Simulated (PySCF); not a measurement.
# Electron correlation in In (indium, neutral)

[Kr] 4d10 5s2 5p1, 2P determinant. Calculation: PySCF 2.14, in def2-QZVPPD with the def2 core potential (28 electrons); scalar relativity through the core potential. Frozen: 4s2 4p6 4d10; 3 electrons correlated.

| level | correlation energy (mhartree) |
| --- | --- |
| CCSD | -42.52 |
| (T) | -0.85 |
| CCSD(T) | -43.37 |

Diagnostics: T1 = 0.014, D1 = 0.0321, largest double amplitude 0.067.

Cost of the coupled-cluster step: of the order of 13 core-seconds, for 3 correlated electrons.

Iterations:

```
CC2 = 0
CCSD nocc = (np.int64(2), np.int64(1)), nmo = (79, 79)
frozen orbitals [[0, 1, 2, 3, 4, 5, 6, 7, 8], [0, 1, 2, 3, 4, 5, 6, 7, 8]]
max_cycle = 100
direct = 0
conv_tol = 1e-08
conv_tol_normt = 1e-06
diis_space = 8
diis_start_cycle = 0
Init t2, MP2 energy = -0.0319481950030369
Init E_corr(UCCSD) = -0.0319481950037337
cycle = 1  E_corr(UCCSD) = -0.0383861878278509  dE = -0.00643799282  norm(t1,t2) = 0.0504716
cycle = 2  E_corr(UCCSD) = -0.0407471300260782  dE = -0.0023609422  norm(t1,t2) = 0.0222381
cycle = 3  E_corr(UCCSD) = -0.0425182571997802  dE = -0.00177112717  norm(t1,t2) = 0.0106617
cycle = 4  E_corr(UCCSD) = -0.0425045168922441  dE = 1.37403075e-05  norm(t1,t2) = 0.00158879
cycle = 5  E_corr(UCCSD) = -0.0425210348028849  dE = -1.65179106e-05  norm(t1,t2) = 0.000261782
cycle = 6  E_corr(UCCSD) = -0.0425151823644136  dE = 5.85243847e-06  norm(t1,t2) = 5.58816e-05
cycle = 7  E_corr(UCCSD) = -0.042516996163873  dE = -1.81379946e-06  norm(t1,t2) = 1.62296e-05
cycle = 8  E_corr(UCCSD) = -0.0425167666717556  dE = 2.29492117e-07  norm(t1,t2) = 3.52568e-06
cycle = 9  E_corr(UCCSD) = -0.0425166990844616  dE = 6.7587294e-08  norm(t1,t2) = 7.93969e-07
cycle = 10  E_corr(UCCSD) = -0.0425167170881315  dE = -1.80036698e-08  norm(t1,t2) = 2.25611e-07
cycle = 11  E_corr(UCCSD) = -0.0425167165786678  dE = 5.09463687e-10  norm(t1,t2) = 5.70558e-08
UCCSD converged
E(UCCSD) = -189.2531779944984  E_corr = -0.04251671657866779
UCCSD(T) correction = -0.000847491825516346
```
